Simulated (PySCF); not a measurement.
# Working out the excitation energy of Ag

Ag [Kr] 4d10 5s1 (2S) → Ag [Kr] 4d9 5s1 6s1 (4D). All numbers are calculated (PySCF 2.14, scalar relativity through the core potential, in aug-cc-pVDZ-PP with ECP28MDF (5s5p4d2f, 54 functions)). Frozen: 4s2 4p6. Energies in hartree (1 hartree = 27.21139 eV):

```tsv
part	Ag (lower)	Ag (upper)
UHF	-146.054522	-145.744771
CCSD correlation	-0.312970	-0.259936
(T)	-0.008694	-0.005172
```

Q: What does Hartree-Fock give?

A: (-145.744771) − (-146.054522) = 0.309751 hartree = 8.429 eV.

Q: What do CCSD and CCSD(T) give?

A: The CCSD correlation energies differ by 0.053034 hartree = 1.443 eV and the triples by 0.003522 hartree = 0.096 eV, so CCSD gives 9.872 eV and CCSD(T) 9.968 eV.

The upper state lies above the first ionisation limit, but in LS coupling its spin forbids autoionisation to the ground ion. A Rydberg-like electron needs more diffuse functions than a valence basis has.

A double-zeta basis recovers only part of the correlation energy.
